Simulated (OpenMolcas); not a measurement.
Levels of Mo II by method

```json
{"Program": "OpenMolcas 26.06", "Basis": "ANO-R1 [6s4p3d1f]", "Scalar Hamiltonian": "X2C, finite nucleus", "Active space": "5 electrons in 5 orbitals (4d)", "State averaging": "2S+1 = 6 even, 1 root; 2S+1 = 4 even, 24 roots; 2S+1 = 2 even, 75 roots (67 in the spin-orbit step)", "Spin-orbit coupling": "state interaction with AMFI integrals over the reference wave functions, term energies averaged over their components"}
```

Methods on the same reference wave functions:
A. CASSCF
B. SS-CASPT2, IPEA 0.25 Eh, imaginary shift 0.1 Eh (closed shells correlated: 4s 4p)
C. MS-CASPT2, IPEA 0.25 Eh, imaginary shift 0.1 Eh (closed shells correlated: 4s 4p)

Energies in cm-1 above 4d5 6S 5/2, the measured ground level; measured values from NIST Handbook of Basic Atomic Spectroscopic Data.

| Level | A | B | C | Measured |
| --- | --- | --- | --- | --- |
| 4d5 6S 5/2 | 0.0 | 0.0 | 0.0 | 0.0 |
| 4d5 4G 5/2 | 20692 | 18430 | 18430 | 15199 |
| 4d5 4G 7/2 | 20759 | 18510 | 18510 | 15331 |
| 4d5 4G 11/2 | 20777 | 18540 | 18540 | 15447 |
| 4d5 4G 9/2 | 20799 | 18560 | 18560 | 15428 |
| 4d5 4P 5/2 | 23646 | 19650 | 19650 |  |
| 4d5 4P 3/2 | 23817 | 19830 | 19830 |  |
| 4d5 4P 1/2 | 24044 | 20070 | 20070 |  |
| 4d5 4D 7/2 | 25612 | 21490 | 21490 |  |
| 4d5 4D 1/2 | 25845 | 21730 | 21730 |  |
| 4d5 4D 3/2 | 26019 | 21920 | 21920 |  |
| 4d5 4D 5/2 | 26043 | 21940 | 21940 |  |
| 4d5 2I 11/2 | 29593 | 27400 | 27400 |  |
| 4d5 2I 13/2 | 29752 | 27600 | 27600 |  |
| 4d5 2D 5/2(1) [58 %] | 32765 | 28050 | 28050 |  |
| 4d5 2D 3/2(1) | 33453 | 28650 | 28650 |  |
| 4d5 2F 7/2(1) [50 %] | 34320 | 29750 | 29760 |  |
| 4d5 4F 9/2 | 34446 | 29880 | 29880 |  |
| 4d5 4F 5/2 | 34636 | 30040 | 30040 |  |
| 4d5 4F 7/2 [51 %] | 34737 | 30180 | 30180 |  |
| 4d5 4F 3/2 | 35091 | 30440 | 30440 |  |
| 4d5 2F 5/2(1) [52 %] | 35845 | 31190 | 31190 |  |
| 4d5 2H 9/2 [61 %] | 36204 | 32330 | 32330 |  |
| 4d5 2H 11/2 | 36773 | 33150 | 33150 |  |

Deviations, from unrounded energies. A percentage is the sum of absolute deviations over the sum of measured energies, with the sign that they share, or ± where signs differ.

| Against measurement | Levels | A | B | C |
| --- | --- | --- | --- | --- |
| mean absolute deviation (cm-1) | 4 | 5400 | 3200 | 3200 |
| other terms of the ground configuration (%) | 4 | +35.2 | +20.6 | +20.6 |

B, C lie about equally close to measurement and A furthest from it. The largest miss of C in the table is 4d5 4G 5/2, by +3200 cm-1. The ranking rests on the paired levels alone, and a cruder setting can come out closer through cancelling errors.

Between B and C no level of the table moves by more than 5 cm-1.

The two smallest mean deviations differ by little beside CASPT2's spread within terms, so their order carries little weight.

From A to B the spin-free energies of the other terms of 4d5 shown, above 6S, scale by factors of 0.84 to 0.93, as is usual when dynamic correlation screens the repulsion within a d or f shell.

The lowest spin-free term lies below A's lowest term by 0.228 hartree in B, 0.228 hartree in C.

Term energies are means over components that CASPT2 splits; among the terms shown or strongly mixed into the levels shown the widest spread is 990 cm-1 (4d5 2I, C). Some high roots are left out of the spin-orbit mixing, which shifts the levels that they would mix with. Configurations with an s electron lie low at this charge and mix in, so terms can be misplaced. Without dynamic correlation excited terms often stand tens of per cent too high (terms of higher spin than the ground term too low), and those without a measured partner can miss by more than the paired ones (holds for A). The CASPT2 spread within a term exceeds the gap to the next term for 4d5 2F(1) and 4d5 4F, 4d5 2H and 4d5 2G(1), so the order of their levels is uncertain, and so are names and mixing where such terms share a J (holds for B; C). Some terms miss by over 15 % even with CASPT2, which points to a basis or an active space too small for the shells correlated (holds for B; C). Computed and measured levels are paired by configuration, term and J; levels that our copy of the source lacks, or whose pairing is in doubt (as where it misses far off the trend of its configuration), stay unpaired and out of the deviations. Levels of configurations outside the active space are missing. Levels that lie high or do not pair safely by name in every column are left out.

A share in square brackets marks a mixed level and gives the weight of the term that names it, the lowest over the columns. A number in round brackets counts repeated terms of one configuration in the order of the reference energies.
